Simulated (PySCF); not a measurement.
C₆H₁₀OSSi.
Bonds: C1–S2, S2–C3, C3–C4 (double), C4–C5, C5–O6, O6–Si7, C5–C8 (double), C8–C9, C3–C9. Hydrogens: H10, H11, H12 on C1; H13 on C4; H14, H15, H16 on Si7; H17 on C8; H18, H19 on C9.

Definitions: NICS(0) = −σiso at the ring centroid; NICS(1) = −σiso and NICS(1)zz = −σzz at ±1 Å along the ring normal z. Level: GIAO PBE0/pcSseg-1 (PySCF, non-relativistic, gas phase) on the GFN2-xTB geometry, one conformer.

Ring bond lengths (Å), with Mayer bond orders in brackets: C3–C4 1.346 (1.61), C4–C5 1.452 (1.11), C5–C8 1.344 (1.74), C8–C9 1.494 (1.05), C9–C3 1.499 (1.04).

**Question.** What do the NICS probes read (ppm)?

**Answer.** 
```json
{"ring": "C3–C4–C5–C8–C9", "type": "5-membered carbocycle; formal bonds 2 double, 3 single", "NICS(0)": "-3.9", "NICS(1), two faces": "-4.4 / -4.3", "NICS(1)zz, two faces": "-6.5 / -6.4", "rms pucker (Å)": "0.00", "centre to ring atoms, mean (Å)": "1.21"}
```

**Question.** What do they say, and how far can they be read as aromaticity?

**Answer.** 
- C3–C4–C5–C8–C9: mean NICS(1)zz -6.4 ppm, shielded. C9 has four or more neighbours; no verdict on aromaticity is drawn.

**Question.** What are the shieldings of the ring atoms and their hydrogens in the same run (means over atoms taken as equivalent)?

**Answer.** 
```json
{"atoms": "C3", "environment": "fully substituted alkene carbon", "σ isotropic (ppm)": "29.0"}
{"atoms": "C4", "environment": "alkene CH carbon", "σ isotropic (ppm)": "60.7"}
{"atoms": "C5", "environment": "vinylic carbon bearing oxygen", "σ isotropic (ppm)": "20.3"}
{"atoms": "C8", "environment": "alkene CH carbon", "σ isotropic (ppm)": "84.8"}
{"atoms": "C9", "environment": "allylic carbon", "σ isotropic (ppm)": "144.6"}
{"atoms": "H13", "environment": "vinylic hydrogen", "σ isotropic (ppm)": "25.97"}
{"atoms": "H17", "environment": "vinylic hydrogen", "σ isotropic (ppm)": "26.62"}
{"atoms": "H18 (×2)", "environment": "methylene hydrogen", "σ isotropic (ppm)": "28.66"}
```

Conformer computed: `[CH3:1][S:2][C:3]1=[CH:4][C:5]([O:6][SiH3:7])=[CH:8][CH2:9]1`: C1–S2–C3–C4 3°, C4–C5–O6–Si7 -179°.
